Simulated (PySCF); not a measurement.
BiF2, SMILES [F][Bi][F], multiplicity 2. Atoms are numbered in the order given.

```xyz
3

Bi     0.0000     0.0000     0.2408
F      0.0000    -1.5066    -1.1103
F      0.0000     1.5066    -1.1103
```
Charge 0, spin multiplicity 2.

Geometry optimised at B3LYP-D3(BJ)/def2-TZVP. The spin state was assumed, not searched. The isomer is the one that the SMILES or the coordinates give; other isomers of the formula were not compared. The def2 effective core potentials stand for the cores of Bi; spin–orbit coupling is left out.

The numbers are results of TDA-ωB97X/def2-SVPD (PySCF), not measurements.

Vertical excitations. Gas-phase values at a fixed geometry.

| state | energy (eV) | λ (nm) | f | main pairs |
|---|---|---|---|---|
| root 1 | 2.50 | 497 | 0.000 | α HOMO→LUMO 99 % |
| root 2 | 2.79 | 445 | 0.000 | α HOMO→LUMO+1 98 % |
| root 3 | 5.26 | 236 | 0.007 | β HOMO→LUMO 96 % |
| root 4 | 5.73 | 216 | 0.191 | α HOMO→LUMO+2 95 % |
| root 5 | 5.87 | 211 | 0.000 | β HOMO−1→LUMO 98 % |
| root 6 | 6.04 | 205 | 0.001 | β HOMO−2→LUMO 93 % |
| root 7 | 6.52 | 190 | 0.001 | β HOMO−3→LUMO 92 % |
| root 8 | 6.59 | 188 | 0.004 | β HOMO−4→LUMO 97 % |
| root 9 | 6.69 | 185 | 0.000 | α HOMO−1→LUMO 37 %, β HOMO→LUMO+1 54 % |
| root 10 | 6.90 | 180 | 0.000 | α HOMO−1→LUMO+1 35 %, β HOMO→LUMO+2 52 % |
Unrestricted roots are not spin-pure.
